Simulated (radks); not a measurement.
Q: Neutral phosphorus, [Ne] 3s2 3p3. Method: non-relativistic Kohn-Sham, exchange-only PBE, spin-polarised, spherical densities, point nucleus; computed with a radial shooting solver on a logarithmic mesh with Libxc functionals. Every spin shell is full or empty, so the densities are truly spherical. Functionals are evaluated on that one density, not self-consistently. Rank these exchange functionals by their error against the exact value of the orbitals, and give that value: LDA, PBEsol, PW91, WC, SOGGA, EV93, APBE, SCAN, r2SCAN.

A: Exact: -22.5812 hartree. From best to worst, with 100 (|E| - |E exact|)/|E exact| (equal figures are ties): r2SCAN +0.05, PW91 -0.09, SCAN +0.30, APBE +0.65, EV93 +1.36, WC -1.60, PBEsol -3.51, SOGGA -3.55, LDA -8.07.
